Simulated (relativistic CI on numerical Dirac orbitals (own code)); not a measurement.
## Sensitivity of the levels of Os LX to α and to the nuclear radius

Calculated at this level of theory: Dirac-Coulomb-Breit CI, separate exchange-only KLI orbitals for each configuration, derivatives by finite differences, unscaled Slater integrals, QED left out (own radial code, finite nucleus).

CI space (outside the closed core [Ne]): 3s2 3p5, 3s2 3p4 3d, 3s 3p6, 3s 3p5 3d, 3s 3p4 3d2, 3p6 3d, 3p5 3d2, 3p4 3d3. Double excitations out of closed p, d and f shells are left out; levels of such configurations are missing from the list, as are those of other unlisted configurations, and high levels can miss mixing partners.

With x = (α/α₀)² − 1 an excitation energy changes as ω = ω₀ + qx; K = 2q/ω₀ is the relative enhancement. Terms are leading LS components, so labels can repeat. The field-shift factor is F = δν/δ⟨r²⟩ for the transition from the lowest level.

Lowest level 3s2 3p5 2P°_3/2.

```tsv
Level	ω₀ (cm⁻¹)	q (cm⁻¹)	K	F (GHz/fm²)
3s2 3p4 3d 4D_3/2	1942888	135000	0.139	11.7
3s2 3p4 3d 4D_5/2	1996078	148000	0.148	13.6
3s2 3p4 3d 4P_1/2	2003722	149000	0.149	-9
3s2 3p4 3d 2F_7/2	2025467	123700	0.122	15.4
3s2 3p4 3d 2D_3/2	2200921	149400	0.136	13.8
3s2 3p4 3d 2F_7/2	2677152	866200	0.647	33.6
3s2 3p4 3d 4F_9/2	2698170	856800	0.635	39.1
3s2 3p4 3d 2P_1/2	2757129	906800	0.658	-60.2
3s2 3p4 3d 2D_5/2	2945511	881000	0.598	31.6
3s2 3p4 3d 2P_3/2	3009294	895300	0.595	33.2
3s2 3p4 3d 2D_5/2	3049374	900000	0.59	22.7
3s2 3p5 2P°_1/2	3193990	3.948e+06	2.47	-633
3s 3p6 2S_1/2	4799639	4.273e+06	1.78	-7070
```

At this charge energies of transitions that change n are usually good to better than 1 %, and those within a shell (Δn = 0) to a few per cent.
